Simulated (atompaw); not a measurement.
**What one change does to a pseudopotential (S (Z = 16), PAW (atompaw))**

atompaw 4.2.0.5 input, output lines left out:

```
S 16
GGA-PBE loggrid 1500 logderivrange -5 5 251
3 3 0 0 0 0
3 1 2
0 0 0
c
c
v
c
v
1
1.70 1.60 1.60 1.60
y
-2.35
n
y
-1.25
n
custom rrkj gramschmidtortho besselshape
bessel
1.30
1.30
1.70
1.70
```

Change: local potential troulliermartins scheme with l = 2 at -0.5 Ry, radius 1.60 bohr.

Cutoffs: the cutoffs (Ry, on a coarse ladder) from which the occupation-weighted sum of valence levels, in a spherical-Bessel basis at the reference potential, stays within 10 and 1 mRy of its value at 400 Ry; they do not see the model core or the augmentation charge, which bear on the density cutoff.

What does the change do?

The potential gets neither clearly harder nor softer (21 Ry and 40 Ry → 21 Ry and 40 Ry); a bound ghost appears in s, which as a rule spoils a file; the range in which the s phases agree widens (upper end 3.2 → at the end of the scan). A state that the projectors do not describe sees the local part alone, so a deeper or shallower local part can create or remove a ghost.

```csv
quantity,base,changed
"cutoff, loose",21 Ry,21 Ry
"cutoff, tight",40 Ry,40 Ry
loose cutoff by channel (10 mRy a level),"s 18 Ry, p 15 Ry","s 21 Ry, p 15 Ry"
bound ghosts,none,s
s: phases at 1.71 bohr within 0.05 rad from the reference energy up to (Ry; the scan ends near 5),3.2,to the end of the scan
p: phases at 1.71 bohr within 0.05 rad from the reference energy up to (Ry; the scan ends near 5),to the end of the scan,to the end of the scan
lowest overlap eigenvalue by channel,"s 0.68, p 0.82","s 0.58, p 0.75"
```

 A true bound ghost makes a file unfit for plane-wave use even where its test errors are small: the radial tests pick states by their node count and pass the ghost by. The cutoffs see the waves, projectors and local potential, not the compensation charge or the core.
